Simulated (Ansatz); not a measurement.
input.yaml

```yaml
crystal:
  periodic: [false, false, false]
  atoms:
    - { symbol: Si, position_ang: [-0.1326, -0.7993, 0.0956] }
    - { symbol: C, position_ang: [0.4656, 0.8689, 1.3636] }
    - { symbol: H, position_ang: [-1.0189, -1.8048, 0.6592] }
    - { symbol: H, position_ang: [1.1934, -1.4019, 0.4216] }
    - { symbol: C, position_ang: [0.0751, -0.3909, -1.7445] }
    - { symbol: H, position_ang: [-0.8243, 0.8447, 0.8477] }
    - { symbol: Cl, position_ang: [-2.2949, 0.4388, -0.0194] }
    - { symbol: H, position_ang: [0.7242, 0.2515, 2.2107] }
    - { symbol: H, position_ang: [1.3354, 1.0979, 0.7665] }
    - { symbol: H, position_ang: [0.1399, 1.8287, 1.7807] }
    - { symbol: H, position_ang: [0.1759, 0.6761, -1.9172] }
    - { symbol: H, position_ang: [-0.788, -0.7245, -2.3088] }
    - { symbol: H, position_ang: [0.9491, -0.8851, -2.1556] }
magnetization:
  spin_polarized: true
basis:
  gaussian: { orbitals: STO-3G }
hamiltonian:
  xc: b3lyp
  dispersion: d4
md:
  timestep: 0.5
  n_steps: 150
  ensemble: nve
  temperature: 1000.0
  initial_velocities: maxwell_boltzmann
  seed: 553743
```

Command:

```bash
$ ansatz run input.yaml --threads 1 --pin off --max-ram 2048MiB --backend cpu --events-out ev --progress --plain --runs-dir out
```

Hardware: 1 thread of Arm Neoverse V1 (shared host).

Question: Roughly how long does this run take, and how much memory?

Answer: 8.5 min, with a peak of 0.14 GiB, for 151 ionic steps.
